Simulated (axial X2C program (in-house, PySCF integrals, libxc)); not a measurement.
## Spin–orbit effects along a row: molecules with Be (ions), HF

All values come from calculations with an in-house relativistic program for diatomic molecules, spin-free (one-electron X2C) or two-component (2c: spin–orbit coupling with atomic mean-field Coulomb and Gaunt terms, which also bring small scalar terms), in Dyall basis sets with cores contracted in-house; open shells are unrestricted.

Basis sets: B dyall-v3z, Be dyall-cv3z, C dyall-v3z, F dyall-av3z, Li dyall-cv3z, O dyall-av3z.

```csv
molecule,spin-free state,Re (Å),ωe (cm⁻¹),De (eV),2c state,Re 2c (Å),ωe 2c (cm⁻¹),De 2c (eV)
LiBe⁺,"M_S = 0, Λ = 0",2.648,316.8,0.63,Ω = 0,2.648,316.8,0.63
BeB⁺,"M_S = 0, Λ = 0",2.275,421.2,1.30,Ω = 0,2.275,421.2,1.27
BeC⁺,"M_S = 3/2, Λ = 0",1.561,1198.6,2.10,Ω = 3/2,1.561,1198.6,2.10
BeO⁺,"M_S = 1/2, Λ = 1",1.401,1355.2,1.93,Ω = 3/2,1.401,1355.1,1.94
BeF⁺,"M_S = 0, Λ = 0",1.300,1524.1,4.11,Ω = 0,1.301,1523.9,4.10
```

Task: Work out the shifts from the spin-free to the two-component result.

Result: 

| molecule | 2c state | ΔRe (Å) | Δωe (cm⁻¹) | ΔDe (eV) |
| --- | --- | --- | --- | --- |
| LiBe⁺ | Ω = 0 | 0.000 | 0.0 | 0.00 |
| BeB⁺ | Ω = 0 | 0.000 | 0.0 | n/a |
| BeC⁺ | Ω = 3/2 | 0.000 | 0.0 | 0.00 |
| BeO⁺ | Ω = 3/2 | 0.000 | -0.1 | 0.01 |
| BeF⁺ | Ω = 0 | 0.001 | -0.2 | -0.01 |

Shifts of one unit in the last digit are rounding.

Fragments in 2c: Be + Li+, B + Be+, C + Be+, O + Be+, F + Be+. Each entry is the lowest single determinant of a limited PBE0 search at one distance. De goes to single-determinant-based atoms at the same level (for ions the charge split of lowest energy) and is withheld (n/a) where an atom does not fit its ground term or J level. Main or longest-lived isotopes. One determinant is a doubtful description, or other states lie close, for BeC⁺; these need not be ground states, and all values refer to the states named. With several unpaired electrons the Ω given is that of one determinant, not necessarily of the lowest component. Some light 2c atoms are not at their ground J level, so De misses part of their lowering (0.04 eV or less).
